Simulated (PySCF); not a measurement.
**Electronic structure of V⁺ (vanadium, charge +1) at the M06-L level**

Configuration: [Ar] 3d4, high-spin 5D determinant. All numbers are calculated (PySCF 2.14, scalar relativity by spin-free X2C-1e, in jorge-DZP-DKH (8s6p2d1f, 43 functions)).

| Quantity | Value |
| --- | --- |
| Total energy | -948.844 hartree |
| One-electron energy | -1297.897 hartree |
| Hartree (Coulomb) energy | 394.629 hartree |
| Exchange-correlation energy | -45.575 hartree |
| ⟨S²⟩ | 6.0005 |
| ⟨L²⟩ | 8.408 |
| Sum of ⟨r⟩ | 16.70 bohr |
| Sum of ⟨r²⟩ | 23.41 bohr² |
| Traceless quadrupole moment −½Σ⟨3z² − r²⟩ along its main axis | 1.14 e·bohr² |
| Langevin diamagnetic susceptibility | -18.5 ×10⁻⁶ cm³/mol |
| Time after the integrals | 2.7 s of wall time on 1 thread of Neoverse-N1 (shared host) |

```
shell  electrons  mean orbital energy (eV)  spread (eV)  rms radius, mean of both spins (bohr)
 1s β          1                   -5383.0            0                                 0.0768
 1s α          1                   -5383.0            0                                 0.0768
 2s α          1                   -615.01            0                                  0.333
 2s β          1                   -613.53            0                                  0.333
 2p α          3                   -511.85        0.342                                  0.304
 2p β          3                   -510.77        0.510                                  0.304
 3s α          1                   -77.964            0                                   1.02
 3s β          1                   -74.046            0                                   1.02
 3p α          3                   -50.557        0.205                                   1.11
 3p β          3                   -46.581        0.879                                   1.11
 3d α          4                   -10.532        0.982                                   1.81
```

⟨L²⟩ = 8.41 against 6 for a pure D term, so this real determinant mixes terms. The s, p, d and f populations moved away from the nominal configuration during the SCF.

Densities and radii are taken from the X2C orbitals without a picture-change correction, which distorts them close to the nucleus.
